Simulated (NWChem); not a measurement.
System: SbH3O; SMILES [OH][SbH2]

Excerpt of the output:

```
             Northwest Computational Chemistry Package (NWChem) 7.3.0
             --------------------------------------------------------

 C1  symmetry detected

                             Geometry "geometry" -> ""
                             -------------------------

 Output coordinates in angstroms (scale by  1.889725989 to convert to a.u.)

  No.       Tag          Charge          X              Y              Z
 ---- ---------------- ---------- -------------- -------------- --------------
    1 Sb                  51.0000     0.03210350     0.28948867     0.02199580
    2 H                    1.0000    -0.45466290     0.41826606    -1.60692496
    3 H                    1.0000    -1.59128648     0.30130205     0.46227463
    4 O                    8.0000    -0.05008182    -1.67479391     0.01062460
    5 H                    1.0000     0.80932547    -2.08513901    -0.06213250

 Effective nuclear repulsion energy (a.u.)     160.7064134550

                                Z-matrix (autoz)
                                --------

 Units are Angstrom for bonds and degrees for angles

      Type          Name      I     J     K     L     M      Value
      ----------- --------  ----- ----- ----- ----- ----- ----------
    1 Stretch                  1     2                       1.70497
    2 Stretch                  1     3                       1.68208
    3 Stretch                  1     4                       1.96603
    4 Stretch                  4     5                       0.95512
    5 Bend                     1     4     5               113.08338
    6 Bend                     2     1     3                88.51037
    7 Bend                     2     1     4                93.32520
    8 Bend                     3     1     4                88.17692
    9 Torsion                  2     1     4     5         102.18351
   10 Torsion                  3     1     4     5        -169.41539

                           NWChem Geometry Optimization
                           ----------------------------

 maximum gradient threshold         (gmax) =   0.000450
 rms gradient threshold             (grms) =   0.000300
 maximum cartesian step threshold   (xmax) =   0.001800
 rms cartesian step threshold       (xrms) =   0.001200
 fixed trust radius                (trust) =   0.300000
 source of zmatrix                         =   autoz

          -------------------
          Energy Minimization
          -------------------

 Using diagonal initial Hessian
 Scaling for Hessian diagonals: bonds = 1.00  angles = 0.25  torsions = 0.10

          --------
          Step   0

                                 NWChem DFT Module
                                 -----------------

 Summary of "ao basis" -> "ao basis" (spherical)
 ------------------------------------------------------------------------------
       Tag                 Description            Shells   Functions and Types
 ---------------- ------------------------------  ------  ---------------------
 Sb                         def2-svp                10       26   4s4p2d
 H                          def2-svp                 3        5   2s1p
 O                          def2-svp                 6       14   3s2p1d

            General Information
            -------------------
          SCF calculation type: DFT
          Wavefunction type:  closed shell.
          No. of atoms     :     5
          No. of electrons :    34
           Alpha electrons :    17
            Beta electrons :    17
          Charge           :     0
          Spin multiplicity:     1
          Use of symmetry is: off; symmetry adaption is: off
          Maximum number of iterations: 150
          AO basis - number of functions:    55
                     number of shells:    25
          Convergence on energy requested:  1.00D-06
          Convergence on density requested:  1.00D-05
          Convergence on gradient requested:  5.00D-04

              XC Information
              --------------
                         PBE0 Method XC Functional
                     Hartree-Fock (Exact) Exchange  0.250
          PerdewBurkeErnzerhof Exchange Functional  0.750
            Perdew 1991 LDA Correlation Functional  1.000 local
           PerdewBurkeErnz. Correlation Functional  1.000 non-local

             Grid Information
             ----------------
          Grid used for XC integration:  medium
          Radial quadrature: Mura-Knowles
          Angular quadrature: Lebedev.
          Tag              B.-S. Rad. Rad. Pts. Rad. Cut. Ang. Pts.
          ---              ---------- --------- --------- ---------
          Sb                  1.45      123           8.0       590
          H                   0.35       45          10.0       434
          O                   0.60       49           8.0       434
          Grid pruning is: on
          Number of quadrature shells:   307
          Spatial weights used:  Erf1

      Superposition of Atomic Density Guess
      -------------------------------------

 Sum of atomic energies:        -353.80130525

      Non-variational initial energy
      ------------------------------

 Total energy =    -315.660853
 1-e energy   =    -677.092133
 2-e energy   =     284.442645
 HOMO         =      -0.280143
 LUMO         =      -0.021431

   convergence    iter        energy       DeltaE   RMS-Dens  Diis-err
 ---------------- ----- ----------------- --------- --------- ---------
 d= 0,ls=0.0,diis     1   -317.0486194479 -3.94D+02  2.58D-02  4.94D-01
 d= 0,ls=0.0,diis     2   -316.9258636702  1.23D-01  1.61D-02  1.70D+00
 d= 0,ls=0.0,diis     3   -317.1095593060 -1.84D-01  1.60D-03  1.10D-02
 d= 0,ls=0.0,diis     4   -317.1106833902 -1.12D-03  4.95D-04  4.56D-04
 d= 0,ls=0.0,diis     5   -317.1107326521 -4.93D-05  1.36D-04  3.07D-05
  Resetting Diis
 d= 0,ls=0.0,diis     6   -317.1107374815 -4.83D-06  2.43D-05  8.63D-07
 d= 0,ls=0.0,diis     7   -317.1107376521 -1.71D-07  3.10D-06  8.88D-09

         Total DFT energy =     -317.110737652133
      One electron energy =     -678.877387558616
           Coulomb energy =      313.819170394009
    Exchange-Corr. energy =      -29.041154999220
 Nuclear repulsion energy =       76.988634511694

 Numeric. integr. density =       33.999982820298

                       DFT Final Molecular Orbital Analysis
                       ------------------------------------

 Vector   15  Occ=2.000000D+00  E=-3.603242D-01
              MO Center= -1.3D-01, -6.8D-01, -3.1D-01, r^2= 2.6D+00
   Bfn.  Coefficient  Atom+Function         Bfn.  Coefficient  Atom+Function
  ----- ------------  ---------------      ----- ------------  ---------------
    13      0.304335  1 Sb pz                42      0.284069  4 O  pz
    27     -0.251836  2 H  s                 40      0.227285  4 O  px
    45      0.206681  4 O  pz                41      0.183914  4 O  py
    16      0.179173  1 Sb pz                43      0.159317  4 O  px
     3      0.151715  1 Sb s                 44      0.135779  4 O  py

 Vector   16  Occ=2.000000D+00  E=-3.002318D-01
              MO Center= -2.4D-01, -8.8D-01, -4.5D-02, r^2= 2.5D+00
   Bfn.  Coefficient  Atom+Function         Bfn.  Coefficient  Atom+Function
  ----- ------------  ---------------      ----- ------------  ---------------
    42      0.464780  4 O  pz                45      0.365569  4 O  pz
    32     -0.223891  3 H  s                 11      0.188538  1 Sb px
    33     -0.172765  3 H  s                 27      0.159970  2 H  s
    41     -0.147615  4 O  py                28      0.136718  2 H  s
    40     -0.122138  4 O  px                12      0.117956  1 Sb py

 Vector   17  Occ=2.000000D+00  E=-2.626203D-01
              MO Center=  8.7D-02, -7.0D-02, -5.7D-02, r^2= 3.1D+00
   Bfn.  Coefficient  Atom+Function         Bfn.  Coefficient  Atom+Function
  ----- ------------  ---------------      ----- ------------  ---------------
     4      0.376657  1 Sb s                  3      0.296380  1 Sb s
    11      0.290939  1 Sb px                42     -0.256437  4 O  pz
    27     -0.220761  2 H  s                 28     -0.220320  2 H  s
    45     -0.211140  4 O  pz                13      0.203421  1 Sb pz
    12      0.183275  1 Sb py                40     -0.180479  4 O  px

[...]

      ----------------------
      Optimization converged
      ----------------------

  Step       Energy      Delta E   Gmax     Grms     Xrms     Xmax
  ---- ---------------- -------- -------- -------- -------- --------
@    9    -317.11346031 -2.0D-07  0.00003  0.00002  0.00068  0.00135
                                     ok       ok       ok       ok

                                Z-matrix (autoz)
                                --------

 Units are Angstrom for bonds and degrees for angles

      Type          Name      I     J     K     L     M      Value     Gradient
      ----------- --------  ----- ----- ----- ----- ----- ---------- ----------
    1 Stretch                  1     2                       1.72100   -0.00001
    2 Stretch                  1     3                       1.72088   -0.00003
    3 Stretch                  1     4                       2.00273   -0.00002
    4 Stretch                  4     5                       0.96419    0.00001
    5 Bend                     1     4     5               107.71042   -0.00001
    6 Bend                     2     1     3                90.20455    0.00002
    7 Bend                     2     1     4                94.80897   -0.00000
    8 Bend                     3     1     4                94.78287   -0.00001
    9 Torsion                  2     1     4     5         134.59662   -0.00001
   10 Torsion                  3     1     4     5        -134.79406    0.00001

                         Geometry "geometry" -> "geometry"
                         ---------------------------------

 Output coordinates in angstroms (scale by  1.889725989 to convert to a.u.)

  No.       Tag          Charge          X              Y              Z
 ---- ---------------- ---------- -------------- -------------- --------------
    1 Sb                  51.0000     0.03021854     0.23515266    -0.04244930
    2 H                    1.0000    -0.52234882     0.51434135    -1.64823832
    3 H                    1.0000    -1.58403222     0.35831698     0.54102811
    4 O                    8.0000    -0.00066039    -1.76121481    -0.19897692
    5 H                    1.0000     0.82222066    -2.09747232     0.17447400

 Effective nuclear repulsion energy (a.u.)     158.0779366004

                Final and change from initial internal coordinates
                --------------------------------------------------

                                Z-matrix (autoz)
                                --------

 Units are Angstrom for bonds and degrees for angles

      Type          Name      I     J     K     L     M      Value       Change
      ----------- --------  ----- ----- ----- ----- ----- ---------- ----------
    1 Stretch                  1     2                       1.72100    0.01603
    2 Stretch                  1     3                       1.72088    0.03880
    3 Stretch                  1     4                       2.00273    0.03670
    4 Stretch                  4     5                       0.96419    0.00907
    5 Bend                     1     4     5               107.71042   -5.37297
    6 Bend                     2     1     3                90.20455    1.69418
    7 Bend                     2     1     4                94.80897    1.48378
    8 Bend                     3     1     4                94.78287    6.60595
    9 Torsion                  2     1     4     5         134.59662   32.41311
   10 Torsion                  3     1     4     5        -134.79406   34.62133

 ==============================================================================
                                internuclear distances
 ------------------------------------------------------------------------------
       center one      |      center two      | atomic units |  angstroms
 ------------------------------------------------------------------------------
    2 H                |   1 Sb               |     3.25222  |     1.72100
    3 H                |   1 Sb               |     3.25199  |     1.72088
    4 O                |   1 Sb               |     3.78462  |     2.00273
    5 H                |   4 O                |     1.82206  |     0.96419
 ------------------------------------------------------------------------------
                         number of included internuclear distances:          4
 ==============================================================================

[second-derivative integrals and response iterations left out]

  Vibrational analysis via the FX method

  See chapter 2 in "Molecular Vibrations" by Wilson, Decius and Cross

  Vib: Default input used

[...]

 Rotational Constants
 --------------------
 A=   2.545834 cm-1  (  3.662806 K)
 B=   0.261948 cm-1  (  0.376877 K)
 C=   0.259406 cm-1  (  0.373218 K)

 Temperature                      =   298.15K
 frequency scaling parameter      =   1.0000

 Zero-Point correction to Energy  =   16.755 kcal/mol  (  0.026700 au)
 Thermal correction to Energy     =   19.233 kcal/mol  (  0.030650 au)
 Thermal correction to Enthalpy   =   19.825 kcal/mol  (  0.031594 au)

 Total Entropy                    =   66.265 cal/mol-K
   - Translational                =   40.701 cal/mol-K (mol. weight = 139.9222)
   - Rotational                   =   21.751 cal/mol-K (symmetry #  =        1)
   - Vibrational                  =    3.813 cal/mol-K

 Cv (constant volume heat capacity) =   11.626 cal/mol-K
   - Translational                  =    2.979 cal/mol-K
   - Rotational                     =    2.979 cal/mol-K
   - Vibrational                    =    5.667 cal/mol-K

[normal modes left out]

 ----------------------------------------------------------------------------
 Normal Eigenvalue ||           Projected Infra Red Intensities
  Mode   [cm**-1]  || [atomic units] [(debye/angs)**2] [(KM/mol)] [arbitrary]
 ------ ---------- || -------------- ----------------- ---------- -----------
    1        0.000 ||    0.000485           0.011         0.473       0.088
    2        0.000 ||    0.000003           0.000         0.003       0.001
    3        0.000 ||    0.000668           0.015         0.651       0.121
    4        0.000 ||    0.002120           0.049         2.067       0.385
    5        0.000 ||    0.001989           0.046         1.939       0.361
    6        0.000 ||    0.014810           0.342        14.438       2.690
    7      171.747 ||    0.067642           1.561        65.941      12.284
    8      603.698 ||    0.068708           1.585        66.980      12.477
    9      668.919 ||    0.000382           0.009         0.372       0.069
   10      676.710 ||    0.009795           0.226         9.549       1.779
   11      862.310 ||    0.047030           1.085        45.848       8.541
   12      961.398 ||    0.102340           2.361        99.766      18.585
   13     1944.332 ||    0.226098           5.216       220.411      41.059
   14     1946.869 ||    0.201124           4.640       196.065      36.524
   15     3889.632 ||    0.082798           1.910        80.715      15.036
 ----------------------------------------------------------------------------
```

Level: PBE0/def2-SVP with def2 effective core potentials on Sb. def2 effective core potentials on Sb; no spin-orbit coupling.

### Question
Reconstruct the input file.

### Answer
Several could match; the one computed here: the input that was run:
```
start job
memory heap 200 mb stack 900 mb global 1100 mb
geometry units angstroms
  Sb    -0.128331    -0.150795     0.135965
  H     -1.515853     0.147030    -0.809017
  H      0.305318    -1.352375    -0.958354
  O      0.982686     1.101480    -0.894927
  H      1.114459     1.937267    -0.451809
end
basis spherical
  * library def2-svp
end
ecp
  Sb library def2-ecp
end
dft
  xc pbe0
  iterations 150
end
driver
  maxiter 120
end
task dft optimize
dft
  grid fine
  convergence energy 1d-8 density 1d-7
end
task dft freq numerical
```
